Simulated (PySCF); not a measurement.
**Computed spin Hamiltonian**

Compound: C8H9O (doublet state).
Atom-mapped SMILES: `[CH3:1][CH2:2][O:3][C@@:4]12[CH:5]=[CH:6][C:7]3[C@@H:8]1[C@@H:9]23` (hydrogens: H10, H11, H12 on C1; H13, H14 on C2; H15 on C5; H16 on C6; H17 on C8; H18 on C9)

Cartesian coordinates in Å at the GFN2-xTB level; atoms count from 1:
```
atom  x, y, z in Å
C1     2.107   -0.744    0.398
C2     1.771    0.397   -0.554
O3     0.688    1.205   -0.118
C4    -0.527    0.570   -0.002
C5    -0.996   -0.055    1.279
C6    -2.226   -0.512    1.035
C7    -2.460   -0.151   -0.382
C8    -1.747    1.115   -0.743
C9    -1.187   -0.179   -1.167
H10    2.314   -0.354    1.392
H11    1.277   -1.444    0.463
H12    2.984   -1.273    0.036
H13    2.610    1.093   -0.629
H14    1.557   -0.004   -1.554
H15   -0.421   -0.083    2.184
H16   -2.914   -1.020    1.678
H17   -1.979    2.037   -1.230
H18   -0.858   -0.590   -2.097
```

The hyperfine couplings belong to this conformer and change with its torsions.

Method used: UKS B3LYP, pcH-1 on C H O, non-relativistic, mean-field spin-orbit, GIAO (PySCF). Isolated species at its GFN2-xTB geometry (one conformer only). The geometry wasn't refined by DFT: couplings that depend on bond lengths, twists or pyramidal angles can differ widely from those at the functional's own minimum. Stability of the SCF solution: not tested.

| Quantity | Value |
| --- | --- |
| g1, g2, g3 | 2.00204, 2.00226, 2.00288 |
| g_iso | 2.00239 |
| Form of g | rhombic: the two nearest values differ by 27 % of g3 − g1 |
| ⟨S²⟩ | 0.7531 (exact 0.7500) |
| α and β electrons | 33, 32 |

Hyperfine couplings atom by atom, in MHz; T1 to T3 are the principal values of the dipolar part:

```
atom  isotope  a_iso     T1     T2     T3  Mulliken spin population
  C1      13C    0.0   -0.2   -0.2    0.4                      0.00
  C2      13C   -1.4   -0.4   -0.3    0.7                      0.00
  O3      17O   -7.8  -11.1    5.2    5.9                      0.02
  C4      13C  105.5   -3.6   -2.9    6.5                      0.05
  C5      13C   23.2   -4.0   -2.3    6.3                      0.02
  C6      13C   27.2   -8.8   -6.0   14.8                      0.00
  C7      13C  456.0  -73.0  -66.5  139.4                      0.94
  C8      13C    0.1   -6.1   -1.5    7.6                     -0.03
  C9      13C   -0.1   -6.1   -1.7    7.8                     -0.03
 H10       1H    0.0   -0.6   -0.5    1.2                      0.00
 H11       1H    0.1   -1.0   -0.9    1.9                      0.00
 H12       1H    0.1   -0.4   -0.4    0.9                      0.00
 H13       1H    1.7   -0.7   -0.6    1.3                      0.00
 H14       1H    1.6   -1.2   -0.9    2.1                      0.00
 H15       1H   21.4   -3.0   -1.7    4.6                      0.01
 H16       1H   10.8   -6.4   -5.2   11.6                      0.00
 H17       1H   10.5   -4.5   -4.0    8.5                      0.00
 H18       1H   12.2   -4.6   -4.1    8.7                      0.00
```

The largest Mulliken spin population is on C7 (+0.94). The angles at C7 add up to 281.4°, so it is pyramidal.

Axes: g1 points within 9° of the C6–C7 bond.

Under fast tumbling the dipolar parts average out, and these isotropic splittings remain: 1 × 1H (H15, I = 1/2, 2 lines) with 0.76 mT, 2 × 1H (H17/H18, I = 1/2, 3 lines) with 0.40 mT, 1 × 1H (H16, I = 1/2, 2 lines) with 0.39 mT and 2 × 1H (H13/H14, I = 1/2, 3 lines) with 0.06 mT.

Nuclei that the bonding pattern makes equivalent are averaged, as if the motion that swaps them (rotation, inversion, ring flip) were fast.

The 17O coupling of O3 (-7.8 MHz) shows only in satellite lines or after enrichment, since that isotope makes up about 0.038 % of natural oxygen.

The 13C coupling of C7 (456.0 MHz) shows only in satellite lines or after enrichment, since that isotope makes up about 1.07 % of natural carbon.

Examples of negative spin density at the nucleus (bohr⁻³): C2 (-0.0013).
